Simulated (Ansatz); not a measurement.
NbS₂⁺. Charge 1, multiplicity 3. Geometry PBE-D4/def2-TZVP, that of the neutral doublet; atoms count from 1.

```
atom    x (Å)    y (Å)    z (Å)
 Nb1  -1.2069  -0.3537   0.5883
  S2   0.4271  -0.4915  -1.0579
  S3   0.7799   0.8453   0.4696
```

In the def2 sets Nb takes a core potential; there is no spin–orbit coupling. The charge 1 triplet is spin-contaminated (final ⟨S²⟩ up to 2.35, 2.00 for a pure state). The structure comes from a short search, and lower isomers may exist.

**Question.** Estimate the Mulliken populations from the PBE0/def2-TZVP orbitals of Ansatz.

**Answer.** 
```csv
atom,charge (e),spin (α − β),d electrons
Nb1,1.02,2.71,3.51
S2,-0.01,-0.35,–
S3,-0.01,-0.35,–
```
Mulliken values and Mayer orders depend strongly on the basis.

**Question.** Where does the spin sit?

**Answer.** Summed by element: Nb 2.71, S -0.71, of 2 unpaired in all. Largest on single atoms: Nb1 2.71, S3 -0.35, S2 -0.35.

**Question.** And the Mayer bond orders between bonded heavy atoms (over 0.3)?

**Answer.** Nb1–S2 1.35 (2.32 Å); Nb1–S3 1.35 (2.32 Å); S2–S3 1.20 (2.06 Å).
